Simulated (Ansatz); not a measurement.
The cluster Cu2Te⁻. The state is a doublet with charge -1. Geometry relaxed at PBE0-D4/def2-TZVPD.

```xyz
3

Cu    0.8729   -0.6940   -0.8648
Cu   -1.2208    0.4761   -0.5237
Te    0.3480    0.2178    1.3885
```

In the def2 sets Te takes a core potential; there is no spin–orbit coupling. The structure comes from a short search, and lower isomers may exist.

Problem. Estimate the harmonic wavenumbers at UKS PBE0-D4/def2-TZVPD (Ansatz, unscaled). Is this a minimum?

Solution. 145, 154, 239 cm⁻¹. Yes, no mode is imaginary beyond noise. Zero-point energy 3.2 kJ/mol. Hardware: 2 threads of Arm Neoverse V1 on a shared host. Wall time 1.7 min, peak host memory 0.74 GiB.
